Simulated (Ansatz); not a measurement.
H₇InO₄Si (`[OH][In-]([OH])([OH])[OH+][SiH3]`), relaxed with RKS PBE0-D4/def2-TZVP in the Gaussian-basis code of Ansatz from a GFN2-xTB geometry. The force threshold is 0.005 eV/Å; the program also tests the step.

Total charge 0; spin multiplicity 1. In takes the def2 core potential.

Start:

```xyz
13

O    -0.340   -0.621    2.381
In   -0.314    0.886    1.130
O     1.298    1.944    0.930
O    -1.981    1.710    0.593
O     0.134   -0.802   -0.458
Si    0.429   -1.201   -2.032
H    -1.129   -0.590    2.919
H     2.014    1.533    1.410
H    -1.777    2.526    0.139
H     0.172   -1.495    0.205
H    -0.466   -2.316   -2.352
H     0.126    0.033   -2.743
H     1.834   -1.609   -2.120
```

Problem. By how much does the energy fall, and how many steps does the optimiser take? (Estimate.)

Solution. Computed: 21.32 kJ/mol, in 33 steps, 3 of them rejected.

Problem. Which bonds change most? (Estimate.)

Solution. The calculation gave: O1–In2 from 1.959 to 2.022 Å; In2–O3 from 1.939 to 1.985 Å; In2–O4 from 1.935 to 1.976 Å; In2–O5 from 2.361 to 2.327 Å.

Problem. Give the relaxed structure. (Best estimate.)

Solution. Ansatz gave: 
```xyz
13

O    -0.319   -0.796    2.041
In   -0.364    0.939    1.002
O     1.349    1.747    0.407
O    -2.048    1.972    1.026
O    -0.454   -0.799   -0.543
Si    0.566   -1.162   -1.817
H    -0.976   -0.876    2.734
H     2.108    1.249    0.722
H    -1.921    2.871    0.713
H    -0.465   -1.372    0.254
H     0.142   -2.449   -2.420
H     0.414   -0.049   -2.776
H     1.967   -1.274   -1.344
```
